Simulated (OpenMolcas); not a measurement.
**Co⁺: the spin-orbit constant, worked from levels**

* Program: OpenMolcas 26.06
* Basis: ANO-RCC-VQZP [7s6p4d3f2g1h]
* Scalar Hamiltonian: DKH2, point nucleus
* Active space: 8 electrons in 6 orbitals (3d 4s)
* State averaging: 2S+1 = 3 even, 55 roots; 2S+1 = 5 even, 10 roots kept (CI in the orbitals of an earlier block); 2S+1 = 1 even, 33 roots kept (CI in the orbitals of an earlier block)
* Spin-orbit coupling: state interaction with AMFI integrals over the reference wave functions, term energies averaged over their components

Methods: CASSCF; MS-CASPT2, IPEA 0.25 Eh, imaginary shift 0.1 Eh (closed shells correlated: 3s 3p). Measured levels: NIST Handbook of Basic Atomic Spectroscopic Data.

**The spin-orbit constant.** For the Hund term 3F of d8, E(J) = (A/2) J(J+1) + constant and ζ = -2S·A = -2A. From J = 2 to J = 4 the energy changes by 7 A.

| Source | E(4) - E(2) | A | ζ |
| --- | --- | --- | --- |
| CASSCF | -1746.5 | -249.5 | 499 |
| MS-CASPT2 | -1719.8 | -245.7 | 491 |
| measured | -1597.2 | -228.2 | 456 |

All in cm-1. MS-CASPT2 is off by +7.7 % and CASSCF by +9.3 %. Both methods take the spin-orbit matrix elements from the reference wave functions, so the second can move ζ only through the term energies and any multistate remixing. Second-order mixing with other terms is absorbed into this ζ.

CASPT2 breaks the degeneracy within a term, and the mean is taken; among the terms shown or strongly mixed into the levels shown the widest spread is 1800 cm-1 (3d8 3F, MS-CASPT2). Over all roots computed the reference weight is 0.87 to 0.92 in MS-CASPT2; the roots of lowest weight are the least certain, and an intruder state may touch them. Without dynamic correlation excited terms often stand tens of per cent too high (terms of higher spin than the ground term too low), and those without a measured partner can miss by more than the paired ones (holds for CASSCF). The lowest computed level is not the ground level that NIST lists (3F4) (holds for CASSCF). Measured partners are found by configuration, term and J. A level has none where our copy of the source lacks it or the pairing is in doubt (some pairs that miss far off the trend of their configuration count as doubtful), and it then counts in no deviation. Levels of configurations outside the active space are missing.
